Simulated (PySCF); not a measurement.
phosphorus nitride (NP), SMILES P#N. Coordinates come from a B3LYP-D3(BJ)/def2-TZVPD optimisation.

TDDFT-PBE/def2-TZVPD in PySCF 2.14.0 puts the lowest singlet excitations at 4.89, 4.89, 5.02, 5.34, 5.34, 7.42 eV.

**Question.** What are the lowest excitation roots from ADC(3)/aug-cc-pVDZ (PySCF 2.14.0)? (An estimate is asked for; the answer gives what the named calculation found.)

**Answer.** 4.92, 5.12, 5.12, 5.14, 5.14, 6.93 eV. S1 differs by 0.03 eV (second minus first; roots are paired by order, and the bases may differ).
